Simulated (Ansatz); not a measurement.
C₃H₈FNSi, SMILES C=C(F)C[SiH2]N.

Geometry optimised at B3LYP-D3(BJ)/def2-SVP. The structure was generated by enumeration, and PubChem lists no compound with its InChIKey, so it may never have been made. One conformer was computed; it need not be the lowest.

Two levels are set side by side: PBE/def2-SVPD (Ansatz, a program for electronic structure) and PBE0/def2-SVPD (Ansatz). Energy differences of separate SCF runs at the same geometry; the states with an electron removed or added have multiplicity 2 and 2. Differences are taken from unrounded values.

```csv
quantity,PBE0
vertical ionisation energy (eV),9.06
vertical singlet–triplet gap (eV),4.24
```

Task: What does PBE give, and how far is it from PBE0? (The exact figures need the calculation; the answer reports its results.)

Result: 
```tsv
quantity	PBE	PBE minus PBE0
vertical ionisation energy (eV)	8.65	-0.41
vertical singlet–triplet gap (eV)	4.34	0.10
```
